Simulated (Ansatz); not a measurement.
**Molecular dynamics of FK**

Input:

```yaml
crystal:
  periodic: [false, false, false]
  atoms:
    - { symbol: F, position_ang: [0.924975, -0.354879, 0.45973] }
    - { symbol: K, position_ang: [-0.895475, 0.294679, -0.45563] }
magnetization:
  spin_polarized: true
basis:
  gaussian: { orbitals: def2-SVP }
hamiltonian:
  xc: pbe0
md:
  timestep: 1.0
  n_steps: 150
  ensemble: nve
  temperature: 1000.0
  initial_velocities: maxwell_boltzmann
  seed: 329525
```

Command:

```bash
$ ansatz run input.yaml --threads 1 --pin off --max-ram 2048MiB --backend cpu --events-out ev --progress --plain --runs-dir out
```

It starts from a relaxed structure.

Output, in part (one step line in 3, the closing report, with atoms numbered from 0):

```
md step     0: t =     0.00 fs  T =  1000.0 K  F+E_penalty+E_count = -19030.95051987 eV  E_kin = 0.043087 eV  conserved = -19030.90743320 eV  (25 SCF iters)
md step     3: t =     3.00 fs  T =   918.9 K  F+E_penalty+E_count = -19030.94702516 eV  E_kin = 0.039593 eV  conserved = -19030.90743218 eV  (21 SCF iters)
md step     6: t =     6.00 fs  T =   696.7 K  F+E_penalty+E_count = -19030.93743082 eV  E_kin = 0.030017 eV  conserved = -19030.90741376 eV  (22 SCF iters)
md step     9: t =     9.00 fs  T =   398.8 K  F+E_penalty+E_count = -19030.92456291 eV  E_kin = 0.017181 eV  conserved = -19030.90738151 eV  (21 SCF iters)
md step    12: t =    12.00 fs  T =   132.1 K  F+E_penalty+E_count = -19030.91303903 eV  E_kin = 0.005691 eV  conserved = -19030.90734837 eV  (22 SCF iters)
md step    15: t =    15.00 fs  T =     3.1 K  F+E_penalty+E_count = -19030.90746655 eV  E_kin = 0.000135 eV  conserved = -19030.90733137 eV  (17 SCF iters)
md step    18: t =    18.00 fs  T =    66.4 K  F+E_penalty+E_count = -19030.91019879 eV  E_kin = 0.002859 eV  conserved = -19030.90733984 eV  (19 SCF iters)
md step    21: t =    21.00 fs  T =   294.8 K  F+E_penalty+E_count = -19030.92007244 eV  E_kin = 0.012703 eV  conserved = -19030.90736908 eV  (21 SCF iters)
md step    24: t =    24.00 fs  T =   595.0 K  F+E_penalty+E_count = -19030.93304041 eV  E_kin = 0.025637 eV  conserved = -19030.90740352 eV  (27 SCF iters)
md step    27: t =    27.00 fs  T =   854.2 K  F+E_penalty+E_count = -19030.94423357 eV  E_kin = 0.036806 eV  conserved = -19030.90742776 eV  (22 SCF iters)
md step    30: t =    30.00 fs  T =   989.2 K  F+E_penalty+E_count = -19030.95005755 eV  E_kin = 0.042623 eV  conserved = -19030.90743476 eV  (22 SCF iters)
md step    33: t =    33.00 fs  T =   970.4 K  F+E_penalty+E_count = -19030.94923654 eV  E_kin = 0.041810 eV  conserved = -19030.90742632 eV  (22 SCF iters)
md step    36: t =    36.00 fs  T =   818.5 K  F+E_penalty+E_count = -19030.94267677 eV  E_kin = 0.035268 eV  conserved = -19030.90740851 eV  (22 SCF iters)
md step    39: t =    39.00 fs  T =   586.8 K  F+E_penalty+E_count = -19030.93266923 eV  E_kin = 0.025281 eV  conserved = -19030.90738801 eV  (21 SCF iters)
md step    42: t =    42.00 fs  T =   339.2 K  F+E_penalty+E_count = -19030.92198485 eV  E_kin = 0.014615 eV  conserved = -19030.90736964 eV  (22 SCF iters)
md step    45: t =    45.00 fs  T =   135.0 K  F+E_penalty+E_count = -19030.91317090 eV  E_kin = 0.005815 eV  conserved = -19030.90735626 eV  (19 SCF iters)
md step    48: t =    48.00 fs  T =    17.8 K  F+E_penalty+E_count = -19030.90811778 eV  E_kin = 0.000769 eV  conserved = -19030.90734914 eV  (19 SCF iters)
md step    51: t =    51.00 fs  T =    11.4 K  F+E_penalty+E_count = -19030.90784057 eV  E_kin = 0.000492 eV  conserved = -19030.90734876 eV  (18 SCF iters)
md step    54: t =    54.00 fs  T =   116.9 K  F+E_penalty+E_count = -19030.91239363 eV  E_kin = 0.005038 eV  conserved = -19030.90735515 eV  (19 SCF iters)
md step    57: t =    57.00 fs  T =   313.3 K  F+E_penalty+E_count = -19030.92086668 eV  E_kin = 0.013499 eV  conserved = -19030.90736791 eV  (22 SCF iters)
md step    60: t =    60.00 fs  T =   558.7 K  F+E_penalty+E_count = -19030.93145930 eV  E_kin = 0.024073 eV  conserved = -19030.90738583 eV  (22 SCF iters)
md step    63: t =    63.00 fs  T =   795.5 K  F+E_penalty+E_count = -19030.94168077 eV  E_kin = 0.034274 eV  conserved = -19030.90740631 eV  (21 SCF iters)
md step    66: t =    66.00 fs  T =   959.2 K  F+E_penalty+E_count = -19030.94875525 eV  E_kin = 0.041331 eV  conserved = -19030.90742472 eV  (22 SCF iters)
md step    69: t =    69.00 fs  T =   994.8 K  F+E_penalty+E_count = -19030.95029546 eV  E_kin = 0.042861 eV  conserved = -19030.90743463 eV  (21 SCF iters)
md step    72: t =    72.00 fs  T =   876.5 K  F+E_penalty+E_count = -19030.94519481 eV  E_kin = 0.037765 eV  conserved = -19030.90742952 eV  (21 SCF iters)
md step    75: t =    75.00 fs  T =   627.9 K  F+E_penalty+E_count = -19030.93446123 eV  E_kin = 0.027054 eV  conserved = -19030.90740705 eV  (22 SCF iters)
md step    78: t =    78.00 fs  T =   326.9 K  F+E_penalty+E_count = -19030.92145785 eV  E_kin = 0.014085 eV  conserved = -19030.90737311 eV  (22 SCF iters)
md step    81: t =    81.00 fs  T =    84.9 K  F+E_penalty+E_count = -19030.91100235 eV  E_kin = 0.003660 eV  conserved = -19030.90734246 eV  (22 SCF iters)
md step    84: t =    84.00 fs  T =     0.4 K  F+E_penalty+E_count = -19030.90734957 eV  E_kin = 0.000018 eV  conserved = -19030.90733117 eV  (18 SCF iters)
md step    87: t =    87.00 fs  T =   109.2 K  F+E_penalty+E_count = -19030.91205174 eV  E_kin = 0.004706 eV  conserved = -19030.90734558 eV  (19 SCF iters)
md step    90: t =    90.00 fs  T =   365.3 K  F+E_penalty+E_count = -19030.92311675 eV  E_kin = 0.015739 eV  conserved = -19030.90737779 eV  (22 SCF iters)
md step    93: t =    93.00 fs  T =   665.4 K  F+E_penalty+E_count = -19030.93608274 eV  E_kin = 0.028672 eV  conserved = -19030.90741092 eV  (22 SCF iters)
md step    96: t =    96.00 fs  T =   900.4 K  F+E_penalty+E_count = -19030.94622541 eV  E_kin = 0.038794 eV  conserved = -19030.90743126 eV  (22 SCF iters)
md step    99: t =    99.00 fs  T =   998.7 K  F+E_penalty+E_count = -19030.95046570 eV  E_kin = 0.043032 eV  conserved = -19030.90743416 eV  (21 SCF iters)
md step   102: t =   102.00 fs  T =   944.2 K  F+E_penalty+E_count = -19030.94810416 eV  E_kin = 0.040681 eV  conserved = -19030.90742276 eV  (26 SCF iters)
md step   105: t =   105.00 fs  T =   767.4 K  F+E_penalty+E_count = -19030.94046732 eV  E_kin = 0.033064 eV  conserved = -19030.90740375 eV  (22 SCF iters)
md step   108: t =   108.00 fs  T =   525.9 K  F+E_penalty+E_count = -19030.93004063 eV  E_kin = 0.022657 eV  conserved = -19030.90738340 eV  (21 SCF iters)
md step   111: t =   111.00 fs  T =   283.8 K  F+E_penalty+E_count = -19030.91959498 eV  E_kin = 0.012229 eV  conserved = -19030.90736605 eV  (19 SCF iters)
md step   114: t =   114.00 fs  T =    97.4 K  F+E_penalty+E_count = -19030.91154882 eV  E_kin = 0.004195 eV  conserved = -19030.90735411 eV  (19 SCF iters)
md step   117: t =   117.00 fs  T =     5.7 K  F+E_penalty+E_count = -19030.90759439 eV  E_kin = 0.000246 eV  conserved = -19030.90734860 eV  (18 SCF iters)
md step   120: t =   120.00 fs  T =    27.1 K  F+E_penalty+E_count = -19030.90851844 eV  E_kin = 0.001169 eV  conserved = -19030.90734987 eV  (19 SCF iters)
md step   123: t =   123.00 fs  T =   157.4 K  F+E_penalty+E_count = -19030.91413958 eV  E_kin = 0.006782 eV  conserved = -19030.90735786 eV  (19 SCF iters)
md step   126: t =   126.00 fs  T =   370.2 K  F+E_penalty+E_count = -19030.92332159 eV  E_kin = 0.015950 eV  conserved = -19030.90737201 eV  (22 SCF iters)
md step   129: t =   129.00 fs  T =   619.3 K  F+E_penalty+E_count = -19030.93407229 eV  E_kin = 0.026681 eV  conserved = -19030.90739086 eV  (22 SCF iters)
md step   132: t =   132.00 fs  T =   844.2 K  F+E_penalty+E_count = -19030.94378519 eV  E_kin = 0.036374 eV  conserved = -19030.90741134 eV  (22 SCF iters)
md step   135: t =   135.00 fs  T =   981.2 K  F+E_penalty+E_count = -19030.94970626 eV  E_kin = 0.042278 eV  conserved = -19030.90742834 eV  (22 SCF iters)
md step   138: t =   138.00 fs  T =   980.3 K  F+E_penalty+E_count = -19030.94967184 eV  E_kin = 0.042237 eV  conserved = -19030.90743508 eV  (22 SCF iters)
md step   141: t =   141.00 fs  T =   826.2 K  F+E_penalty+E_count = -19030.94302288 eV  E_kin = 0.035597 eV  conserved = -19030.90742579 eV  (22 SCF iters)
md step   144: t =   144.00 fs  T =   555.9 K  F+E_penalty+E_count = -19030.93135115 eV  E_kin = 0.023952 eV  conserved = -19030.90739958 eV  (22 SCF iters)
md step   147: t =   147.00 fs  T =   258.5 K  F+E_penalty+E_count = -19030.91850455 eV  E_kin = 0.011140 eV  conserved = -19030.90736489 eV  (22 SCF iters)
md step   150: t =   150.00 fs  T =    47.3 K  F+E_penalty+E_count = -19030.90937746 eV  E_kin = 0.002040 eV  conserved = -19030.90733764 eV  (26 SCF iters)
Total energy: -19030.90944703 eV, -699.3730225648 hartree
Atom 0 at     0.879554    -0.338672     0.436892 Å, force     0.936145    -0.334027     0.470713 eV/Å
Atom 1 at    -0.873404     0.286804    -0.444532 Å, force    -0.936145     0.334027    -0.470713 eV/Å
Dipole moment:    -1.312564     0.468338    -0.659984 e Å
```

All steps were run. The conserved energy stayed within 0.051 meV per atom of its start (net change 0.047 meV per atom), so the integration is sound. The temperature averaged 0.48 of the 1000 K drawn at the start: a run that starts near a minimum puts about half its kinetic energy into the potential. A run of 0.15 ps of so small a system gives no equilibrium averages.

The same pairs are bonded in the first frame and the last. Pairs count as bonded within 1.25 times the sum of covalent radii (0.12 Å more for H–H).

Last frame:

```xyz
2
Properties=species:S:1:pos:R:3
F 0.880 -0.339 0.437
K -0.873 0.287 -0.445
```

Time of the run: 2.3 min on 1 CPU thread of a shared host.
